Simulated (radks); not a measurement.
The numbers below are computed, except where a source is named.
Task: These are the eigenvalues of the occupied orbitals of an atom or ion with whole-number occupations (eV). Level of theory: Dirac Kohn-Sham, BLYP, spin-unpolarised, spherical densities, finite nucleus; Fermi nuclear charge, rms radius of each element as measured or else 0.836 A^(1/3) + 0.57 fm (a radial shooting solver on a logarithmic mesh with Libxc functionals).

| orbital | eigenvalue |
|---|---|
| 1s1/2 | -9574.204 |
| 2s1/2 | -1202.706 |
| 2p1/2 | -1065.088 |
| 2p3/2 | -1041.150 |
| 3s1/2 | -172.1396 |
| 3p1/2 | -128.3234 |
| 3p3/2 | -125.1881 |
| 3d3/2 | -52.0116 |
| 3d5/2 | -51.6110 |

Which element is it, and in what charge state? The configuration may be excited. Open shells, if any, are shared by 2j + 1.

Result: Z = 30, zinc, charge +3: Zn3+ in [Ne] 3s1 3p6 3d10. The list shows which subshells hold electrons but not how many an open one holds; the 1s level, -351.85 hartree, gives Z - s = 26.5 by -(Z - s)^2/2, which with screening and relativity narrows Z to a few neighbours, and the depths of the outer levels then fix element, charge and occupations together.
